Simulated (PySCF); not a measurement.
## Diatomic cations of I with group 14

MP2 with double-zeta basis sets in PySCF, for the lowest determinant that a PBE0 search found; no spin–orbit coupling. De refers to high-spin ground-configuration atoms (the charge goes to the atom of lower measured ionisation energy or higher electron affinity, which is not always the lowest computed limit).

```csv
M,basis,"reference, frozen orbitals",charged atom,state (unpaired electrons),Re (Å),ωe (cm⁻¹),De (eV)
C,aug-cc-pVDZ/aug-cc-pVDZ-PP,"RHF, 5",I+,singlet (closed shell),1.907,903,4.61
Si,x2c-SVPall,"RHF, 23",Si+,singlet (closed shell),2.328,467,3.88
Ge,def2-SVP,"RHF, 13",Ge+,singlet (closed shell),2.404,315,3.59
Sn,x2c-SVPall,"RHF, 36",Sn+,singlet (closed shell),2.619,248,3.26
Pb,def2-SVP,"RHF, 8",Pb+,singlet (closed shell),2.703,209,n/a
```

The shortest bond is that of CI⁺ (1.907 Å), the longest that of PbI⁺ (2.703 Å).

The rows differ in basis set, which adds steps of its own.

Relativity is treated differently too: C scalar-relativistic core potentials; Si spin-free X2C; Ge scalar-relativistic core potentials; Sn spin-free X2C; Pb scalar-relativistic core potentials.

De is n/a where a free atom or ion gave no sound limit at this level.

Down a group bonds as a rule get longer and wavenumbers fall, partly through the reduced mass; this series shows no clear exception.

Correlated steps freeze the inner cores (5 to 36 orbitals); shallow outer-core shells are correlated. Correlated levels converge slowly with the basis: in double zeta they bind strong bonds too weakly, by up to about 1 eV, and carry superposition errors of some tenths. Spin–orbit coupling is left out, which matters for elements this heavy, above all for dissociation energies. For an ion De counts to the pair picked by the measured ionisation energies or electron affinities, which need not be the lowest pair at this level. Where the molecule has an RHF reference, its open-shell atoms are computed with UHF.
